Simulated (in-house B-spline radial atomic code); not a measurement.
Orbital energies and mean radii along the 2-electron series, configuration 1s2. The effective charge is n√(-2ε), a non-relativistic measure. Computed with a radial B-spline atomic code at the basis-set limit: non-relativistic Hartree-Fock, average of the configuration, point nuclei.

This level leaves out relativity, spin-orbit splitting included, which matters for heavy ions.

```tsv
ion	Z	energy of 1s (Eh)	mean radius of 1s (bohr)	effective charge of 1s
Zn28+	30	-431.42	0.050634	29.374
Ga29+	31	-461.29	0.04898	30.374
Ge30+	32	-492.17	0.047431	31.374
As31+	33	-524.04	0.045977	32.374
Se32+	34	-556.92	0.04461	33.374
Br33+	35	-590.79	0.043322	34.374
Kr34+	36	-625.67	0.042106	35.374
Rb35+	37	-661.54	0.040956	36.374
Sr36+	38	-698.42	0.039867	37.374
```

(1) How does the screening of 1s change?

## Answers

(1) Z less the effective charge goes from 0.63 at Z = 30 to 0.63 at Z = 38.
